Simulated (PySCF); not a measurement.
# Core-level binding energies of `C=CCBC(=C)C`

Compound: C6H11B.
Geometry (PBE0-D3(BJ)/def2-SVP, Å), atoms numbered from 1 in this order:
```
atom  x, y, z in Å
C1     2.6969    0.1927    0.0934
C2     1.5716    0.8855   -0.1387
C3     0.5615    1.2633    0.9070
B4    -0.0557   -0.1854    0.9116
C5    -1.1571   -0.6637   -0.0846
C6    -1.6119   -1.9237    0.0594
C7    -1.7421    0.2585   -1.1186
H8     3.3588   -0.1034   -0.7241
H9     3.0007   -0.0804    1.1086
H10    1.3112    1.1137   -1.1790
H11    1.0372    1.5519    1.8535
H12   -0.0985    2.0646    0.5491
H13    0.3871   -0.9878    1.7043
H14   -1.1870   -2.5944    0.8120
H15   -2.4223   -2.3292   -0.5598
H16   -2.5310   -0.2265   -1.7133
H17   -2.1745    1.1584   -0.6509
H18   -0.9682    0.6163   -1.8178
```

Computed, not measured: delta-SCF UKS SCAN, pcX-2 on the ionised atom, pcseg-1 elsewhere, spin-free X2C (PySCF 2.14.0). Vertical ΔSCF values, vacuum level as zero.

Q: Give the core binding energies atom by atom.

A: 
```csv
atom(s),environment,level,binding energy (eV),above the level's lowest (eV),count
C1,terminal =CH2 carbon,C 1s,289.96,+0.09,1
C2,alkene CH carbon,C 1s,290.69,+0.82,1
C3,sp3 carbon bound to boron,C 1s,290.02,+0.15,1
B4,three-coordinate boron,B 1s,194.83,0.00,1
C5,fully substituted alkene carbon,C 1s,289.89,+0.02,1
C6,terminal =CH2 carbon,C 1s,289.87,0.00,1
C7,allylic carbon,C 1s,290.57,+0.70,1
```

The listed C 1s values span 0.82 eV, from C6 (bonded to C (double bond) and 2 H) to C2 (bonded to C (double bond), C and H). Summing the Pauling electronegativity differences to the bonded atoms, each weighted by its formal bond order, gives -0.70 for the lowest site and -0.35 for the highest; no listed site has a larger sum than the highest. The smallest sum, -1.21, belongs to C3, 0.15 eV above the lowest. The values 289.87 and 289.89 eV lie too close for their order to be trusted.

Q: Express the binding energy of C 1s of C5 in atomic units and per mole.

A: 289.89 eV = 10.6533 Eh = 27970 kJ/mol.

Q: Which effective nuclear charge Zeff reproduces each element's mean 1s value in the hydrogen-like formula E = 13.606 eV × Zeff²?

A: B (Z = 5): mean 194.8 eV, Zeff = 3.78, Z − Zeff = 1.22; C (Z = 6): mean 290.2 eV, Zeff = 4.62, Z − Zeff = 1.38. Means run over the listed sites, weighted by atom count.

Spin contamination (⟨S²⟩ against 0.75 for a pure doublet) is marked for C 1s of C2 (0.85), B 1s of B4 (0.87) and C 1s of C5 (0.86), which makes these values less certain. One conformer (not necessarily the lowest) at the PBE0-D3(BJ)/def2-SVP geometry, without solvent, vibrations or thermal averaging.
